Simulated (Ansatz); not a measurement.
Au3I2. Total charge 0; doublet. Geometry PBE-D4/def2-SVP; atoms count from 1.

Cartesian coordinates in Å:
```
Au -1.651 0.650 0.150
Au -1.144 -1.939 -0.264
Au 1.170 0.497 0.041
I 1.639 -2.072 -0.369
I -0.014 2.864 0.442
```

In the def2 sets Au, I take a core potential; there is no spin–orbit coupling. No other spin state of charge 0 was run. The structure comes from a short search, and lower isomers may exist.

**Question.** Estimate the Mulliken populations from the PBE0/def2-TZVP orbitals of Ansatz.

**Answer.** 
| atom | charge (e) | spin (α − β) | d electrons |
| --- | --- | --- | --- |
| Au1 | 0.12 | 0.35 | 9.84 |
| Au2 | 0.20 | 0.37 | 9.80 |
| Au3 | 0.28 | 0.02 | 9.73 |
| I4 | -0.29 | 0.20 | – |
| I5 | -0.32 | 0.06 | – |
Mulliken values and Mayer orders depend strongly on the basis.

**Question.** Where does the spin sit?

**Answer.** Summed by element: Au 0.74, I 0.26, of 1 unpaired in all. Largest on single atoms: Au2 0.37, Au1 0.35, I4 0.20.

**Question.** And the Mayer bond orders between bonded heavy atoms (over 0.3)?

**Answer.** Au1–Au2 0.64 (2.67 Å); Au1–I5 0.48 (2.77 Å); Au2–I4 0.49 (2.79 Å); Au3–I4 0.65 (2.64 Å); Au3–I5 0.66 (2.68 Å).
